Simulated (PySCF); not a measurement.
Related species of one series. Method used: core-valence-separated Tamm–Dancoff BHandHLYP/aug-pcX-1 (pcseg-1 on H, def2-SVPD on Si) in PySCF, non-relativistic, gas phase, PBE0-D3(BJ)/def2-SVP geometry. The energies are unshifted. One conformer each. Roots within 0.03 eV on the same or equivalent atoms are summed; «strongest» means within the roots computed.

Question: Order them by the first intense line (a tenth or more of the edge's strongest) of the nitrogen K edge, lowest first.
A. `[CH3:1][N:2]([CH3:3])[SiH2:4][CH:5]=[O:6]`
B. `[CH3:1][N:2]([CH3:3])[SiH2:4][CH2:5][SiH3:6]`
C. `[CH2:1]=[N:2][SiH2:3][N:4]([CH3:5])[CH3:6]`

Answer: C (395.44 eV), A (399.30 eV), B (400.13 eV).

| SMILES | E (eV) | f | core hole on | site | polarised | strongest line (eV) | its f |
| --- | --- | --- | --- | --- | --- | --- | --- |
| C=N[SiH2]N(C)C | 395.44 | 0.056 | N2 | C=N nitrogen | – | 395.44 | 0.056 |
| CN(C)[SiH2]C=O | 399.30 | 0.005 | N2 | silicon-bound nitrogen | – | 401.75 | 0.016 |
| CN(C)[SiH2]C[SiH3] | 400.13 | 0.010 | N2 | silicon-bound nitrogen | – | 401.46 | 0.012 |

The range is 4.69 eV.

Question: Order them by the first intense line (a tenth or more of the edge's strongest) of the carbon K edge, lowest first.
A. `[CH3:1][N:2]([CH3:3])[SiH2:4][CH:5]=[O:6]`
B. `[CH3:1][N:2]([CH3:3])[SiH2:4][CH2:5][SiH3:6]`
C. `[CH2:1]=[N:2][SiH2:3][N:4]([CH3:5])[CH3:6]`

Answer: A (282.43 eV), C (282.68 eV), B (285.56 eV).

```tsv
SMILES	E (eV)	f	core hole on	site	polarised	strongest line (eV)	its f
CN(C)[SiH2]C=O	282.43	0.072	C5	carbonyl carbon	normal to the local trigonal plane (1s→π*)	282.43	0.072
C=N[SiH2]N(C)C	282.68	0.070	C1	C=N carbon	normal to the local trigonal plane (1s→π*)	282.68	0.070
CN(C)[SiH2]C[SiH3]	285.56	0.029	C5	sp3 carbon bound to silicon	–	286.98	0.067, sum of 2
```

The range is 3.13 eV. The lines marked π* (up to 282.68 eV) lie below the first intense lines of the neutral species whose SMILES has no multiple bond at carbon (from 285.56 eV).
